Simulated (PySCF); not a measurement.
Estimate the missing entries of this data sheet.

Species: C8H11Si (doublet state).
Cartesian coordinates in Å at the PBE0-D3(BJ)/def2-SVP level; atoms count from 1:
```
atom  x, y, z in Å
C1    -0.3310    3.1735   -0.3530
C2    -1.0187    2.0844   -0.1027
Si3   -0.2319    0.3736   -0.0183
C4    -0.9335   -0.6893   -1.3939
C5    -1.3846   -1.9362   -1.2119
C6    -0.6554   -0.4012    1.6358
C7     0.2361   -1.0424    2.4009
C8     1.6222    0.5340   -0.2073
C9     2.3627   -0.3032   -0.9428
H10   -0.4958    4.2474   -0.4635
H11   -2.1111    2.1571    0.0640
H12   -0.9577   -0.2694   -2.4089
H13   -1.7755   -2.5432   -2.0368
H14   -1.3811   -2.4067   -0.2217
H15   -1.6919   -0.3370    1.9952
H16   -0.0358   -1.4951    3.3615
H17    1.2847   -1.1407    2.0966
H18    2.1282    1.3492    0.3270
H19    1.9089   -1.1324   -1.4983
H20    3.4508   -0.2011   -1.0279
```

```tsv
property	level	value
point group	PBE0-D3(BJ)/def2-SVP	?
rotational constants A, B, C	PBE0-D3(BJ)/def2-SVP	1.348, 1.071, 1.063 GHz
dipole moment	PBE0-D3(BJ)/def2-SVP	0.44 D
isotropic g value	unrestricted B3LYP/IGLO-III on C Si, pcH-1 on H, mean-field spin–orbit	2.00209
spin squared ⟨S²⟩	unrestricted B3LYP/IGLO-III on C Si, pcH-1 on H	?
largest isotropic hyperfine couplings (means over sets of like nuclei)	unrestricted B3LYP/IGLO-III on C Si, pcH-1 on H, mean-field spin–orbit	?
```

Gas-phase values; electronic properties from PySCF, density fitting. The structure is a single PBE0-D3(BJ)/def2-SVP conformer in the gas phase; no vibrational or solvent corrections. Couplings of like nuclei are plain means over topologically equivalent atoms, as if these changed places fast (by rotation of a methyl-like group, say); in this geometry the members of some sets differ.

Task: What are the largest isotropic hyperfine couplings (means over sets of like nuclei)?

Result: 13C +319.1 (C1), 1H +206.4 (H11), 1H +69.7 (H10), 29Si -68.8 (Si3), 13C +20.6 (C2) MHz.

Task: The point group?

Result: C1.

Task: What is the spin squared ⟨S²⟩?

Result: 0.759.

With B = h/(8π²I), that is 505.379 GHz u Å² over I, the principal moments of inertia are 375.0, 471.7 and 475.6 u Å² (most abundant isotopes). g_iso is shifted by about -230 ppm from the free-electron value 2.002319. The dipole equals about 1.5 × 10⁻³⁰ C·m (1 D = 3.33564 × 10⁻³⁰ C·m).
